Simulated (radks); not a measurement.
Rb34+, 3 electrons, occupied as [He] 2s1.

All-electron calculation, scalar-relativistic Kohn-Sham, BLYP, spin-polarised, spherical densities, finite nucleus; open shells are filled with parallel spins first (spin-orbit coupling, left out, can overturn this in heavy ions); Fermi nuclear charge, rms radius 4.2036 fm. Program: a radial shooting solver on a logarithmic mesh with Libxc functionals.

Energy parts (hartree):
total: -1531.50168
kinetic: 1588.07271
electron-nucleus: -3157.67238
Hartree: 65.21518
exchange-correlation: -27.11718

Orbitals (lengths in bohr, moments of r in powers of bohr; r(max) is where P^2 peaks):
1s up: occ. 1; eigenvalue (hartree) -657.8536; <r^4> 0.00001189; r(max) 0.02622; <1/r> 38.05; <r> 0.04003
1s down: occ. 1; eigenvalue (hartree) -657.4897; <r^4> 0.00001186; r(max) 0.02622; <1/r> 38.05; <r> 0.04002
2s up: occ. 1; eigenvalue (hartree) -158.2483; <r^4> 0.001620; r(max) 0.1419; <1/r> 9.240; <r> 0.1637

The highest occupied level is 2s up at -4306.2 eV. The spin density at the nucleus is 3112 e/bohr^3 (1s 9, 2s 3103). The electron density at the nucleus is 5.322e+04 e/bohr^3 (large components only). For comparison, the ionisation energy in NIST's Atomic Spectra Database is 4356.9 eV (theoretical). In exact Kohn-Sham theory the highest level is minus the ionisation energy, but local and semilocal functionals leave it too shallow, through self-interaction and a potential that decays too fast; potentials with the right tail come closer. Spin moment in Bohr magnetons: 1. The density falls to 0.001 e/bohr^3 at r = 0.52 bohr.
